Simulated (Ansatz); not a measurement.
The first iterations of a band of FGe3H7 (11 atoms, charge 0, multiplicity 1).

Level of theory: RKS PBE/def2-SVP in Ansatz 0.2.0.

```json
{"movable images": "2", "climbing image": "yes", "spring": "5.0 eV/Å²", "optimiser": "quadratic models (default)", "start path": "through a guess of the saddle point", "force threshold": "0.03 eV/Å", "iteration limit": "60", "end points": "relaxed"}
```

Initial state:

```xyz
11
Properties=species:S:1:pos:R:3
Ge 0.144 -0.295 0.651
H -0.045 -0.617 2.167
Ge 2.499 0.105 0.119
H 3.323 -1.165 0.467
H 2.666 0.409 -1.392
H 3.040 1.300 0.944
F -0.693 1.253 0.399
Ge -1.011 -1.916 -0.774
H -2.433 -2.211 -0.231
H -1.120 -1.353 -2.214
H -0.202 -3.241 -0.813
```

Final state:

```xyz
11
Properties=species:S:1:pos:R:3
Ge -0.463 0.640 -1.136
H 1.466 0.558 -0.746
Ge 2.304 -0.165 0.429
H 2.591 -1.620 -0.001
H 3.605 0.676 0.483
H 1.486 -0.064 1.728
F -0.913 1.234 0.499
Ge -0.861 -1.825 -0.571
H -0.400 -2.280 0.848
H -2.404 -2.056 -0.614
H -0.243 -2.827 -1.596
```

| iteration | highest image above the first end (eV) | largest band force component (eV/Å) |
| --- | --- | --- |
| 1 | 12.472 | 36.707 |
| 2 | 7.566 | 18.176 |
| 3 | 4.250 | 8.344 |
| 4 | 2.625 | 5.152 |
| 5 | 1.769 | 2.545 |
| 6 | 1.393 | 0.802 |
| 7 | 1.364 | 0.507 |
| 8 | 1.276 | 0.542 |
| 9 | 1.230 | 0.312 |
| 10 | 1.254 | 0.533 |
| 11 | 1.266 | 0.546 |
| 12 | 1.276 | 0.504 |
| 13 | 1.305 | 0.489 |
| 14 | 1.306 | 0.487 |

Task: Does the band converge within its limit, and where does its top end?

Result: The run converged. It ended after 42 iterations with the highest image 1.449 eV above the first end. Neighbouring images differ by up to 1.4 eV, so the band resolves the path poorly. Another band between the same ends (9 images) ends at a top of the same energy, where a vibrational analysis finds 1 clearly imaginary mode. So few images can step over the top or miss a turn of the path. The orbitals stay closed-shell, which can raise the energy where a bond breaks towards radicals; this wasn't checked here.

Time of the run: 100 s on 4 threads of Intel(R) Xeon(R) Platinum 8488C (Sapphire Rapids), on a shared host, peak memory 0.26 GiB.
